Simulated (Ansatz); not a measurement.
Cartesian coordinates in Å:
```
F -1.593 0.759 0.223
Sn -0.189 -0.387 -0.420
Cl 0.923 -1.040 1.521
H 0.859 0.669 -1.324
```

Total charge 0; spin multiplicity 2. Sn takes the def2 core potential.

Problem. List the ωB97M-V/def2-TZVPP orbital energies in eV (Ansatz). (An estimate is asked.)

Solution. Computed: α occupied: -2771.95, -676.57, -262.32, -199.82, -199.68, -199.66, -144.32, -98.94, -98.87, -98.82, -35.02, -32.56, -32.46, -32.40, -32.36, -31.90, -25.41, -17.55, -14.28, -14.04, -13.84, -12.66, -11.86, -11.65, -9.41. α empty: 0.72, 0.91, 2.23, 3.25, 4.00, 4.46, 5.74, 6.47. β occupied: -2771.92, -676.51, -262.30, -199.75, -199.65, -199.64, -144.26, -98.86, -98.82, -98.79, -34.89, -32.46, -32.34, -32.32, -32.28, -31.80, -25.27, -16.95, -13.94, -13.79, -13.62, -12.15, -11.69, -11.53. β empty: -2.59, 0.87, 1.04, 2.48, 3.49, 4.15, 4.63, 5.82. ⟨S²⟩ = 0.755.
